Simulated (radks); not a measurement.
Results of a calculation; reference values are marked as such.
Excited configurations of Xe31+: one electron is placed in a higher orbital outside [Ar] 3d4. The ground configuration is [Ar] 3d5. Code: a radial shooting solver on a logarithmic mesh with Libxc functionals. Model: scalar-relativistic Kohn-Sham, PBE, spin-polarised, spherical densities, finite nucleus; open shells are filled with parallel spins first (spin-orbit coupling, left out, can overturn this in heavy ions); Fermi nuclear charge, rms radius 4.7859 fm. Excitation = E - E(ground); binding = E(ion) - E, where the ion is the core of charge +32; n* = 32/sqrt(2 binding) in atomic units. These energies are relativistic, and a one-electron ion of charge +32 with no core already has n* below n in this formula (scalar-relativistic equation, point nucleus: 4s 3.977, 4p 3.987, 4d 3.994, 4f 3.997, 5s 4.976, 5p 4.986, 6s 5.976, 6f 5.996, 7s 6.975). The quantum defect is therefore taken as that value minus n*, so that it holds no relativistic shift of the bare ion.

outer orbital  excitation (eV)  binding (eV)     n*  quantum defect  eigenvalue (eV)  <r> (bohr)
4s                      773.60        1160.2  3.465           0.512          -1141.7      0.5692
4p                      841.64        1092.1  3.572           0.415          -1073.8      0.5751
4d                      931.59        1002.2  3.729           0.266          -983.17      0.5642
4f                      1014.9        918.86  3.894           0.103          -897.18      0.5165
5s                      1235.1        698.65  4.466           0.511          -689.12      0.9417
5p                      1267.9        665.88  4.574           0.412          -656.49      0.9582
6s                      1467.0        466.81  5.463           0.513          -460.82       1.406
6f                      1529.0        404.77  5.867           0.129          -398.36       1.428
7s                      1599.7        334.08  6.458           0.518          -329.75       1.963

The Delta-SCF ionisation energy is 1933.8 eV (NIST Atomic Spectra Database: 1919 eV, theoretical). Self-interaction in the functional shifts the binding energies and quantum defects, so they are the method's values and not measured ones. Open shells are spherical and high-spin; term and fine-structure splittings are not resolved. Spin-orbit splitting is averaged out at the scalar-relativistic level.
